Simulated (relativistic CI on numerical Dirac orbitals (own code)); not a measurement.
## Ligand-field terms of d2

Computed with a parametric ligand-field model of a d^n configuration (Racah B and C, spin-orbit zeta, crystal field), exact diagonalisation.

Field parameters in Wybourne normalisation: Oh B⁴₀ = 21Dq, B⁴₄ = √(5/14) B⁴₀. The field is a parameter set, without covalency.

Task: Ground term and bands for B = 640, C = 2480, ζ = 0 cm⁻¹, Oh, 10Dq = 13440 cm⁻¹?

Result: Ground term 3T1 with 0.04 electrons in the two orbitals of the cubic e set. Spin-allowed: 3T2 12260 cm⁻¹ (816 nm), 3T1 20679 cm⁻¹ (484 nm), 3A2 25700 cm⁻¹ (389 nm). Lowest spin-forbidden: 1T2 9166 cm⁻¹ (1091 nm), 1E 9354 cm⁻¹ (1069 nm), 1A1 19519 cm⁻¹ (512 nm).

Task: Ground term and bands for B = 640, C = 2480, ζ = 0 cm⁻¹, Oh, 10Dq = 12160 cm⁻¹?

Result: Ground term 3T1 with 0.04 electrons in the two orbitals of the cubic e set. Spin-allowed: 3T2 11028 cm⁻¹ (907 nm), 3T1 19496 cm⁻¹ (513 nm), 3A2 23188 cm⁻¹ (431 nm). Lowest spin-forbidden: 1T2 9176 cm⁻¹ (1090 nm), 1E 9382 cm⁻¹ (1066 nm), 1A1 19266 cm⁻¹ (519 nm).

Task: Ground term and bands for B = 640, C = 2480, ζ = 0 cm⁻¹, Oh, 10Dq = 3200 cm⁻¹?

Result: Ground term 3T1 with 0.12 electrons in the two orbitals of the cubic e set. Spin-allowed: 3T2 2701 cm⁻¹, 3A2 5901 cm⁻¹ (1695 nm), 3T1 11801 cm⁻¹ (847 nm). Lowest spin-forbidden: 1T2 8941 cm⁻¹ (1119 nm), 1E 9466 cm⁻¹ (1056 nm), 1T2 14061 cm⁻¹ (711 nm).

Task: Ground term and bands for B = 640, C = 2480, ζ = 0 cm⁻¹, Oh, 10Dq = 17280 cm⁻¹?

Result: Ground term 3T1 with 0.03 electrons in the two orbitals of the cubic e set. Spin-allowed: 3T2 15983 cm⁻¹ (626 nm), 3T1 24286 cm⁻¹ (412 nm), 3A2 33263 cm⁻¹ (301 nm). Lowest spin-forbidden: 1T2 9133 cm⁻¹ (1095 nm), 1E 9279 cm⁻¹ (1078 nm), 1A1 20079 cm⁻¹ (498 nm).

Task: Ground term and bands for B = 640, C = 2480, ζ = 0 cm⁻¹, Oh, 10Dq = 19840 cm⁻¹?

Result: Ground term 3T1 with 0.02 electrons in the two orbitals of the cubic e set. Spin-allowed: 3T2 18484 cm⁻¹ (541 nm), 3T1 26727 cm⁻¹ (374 nm), 3A2 38324 cm⁻¹ (261 nm). Lowest spin-forbidden: 1T2 9111 cm⁻¹ (1098 nm), 1E 9238 cm⁻¹ (1082 nm), 1A1 20340 cm⁻¹ (492 nm).
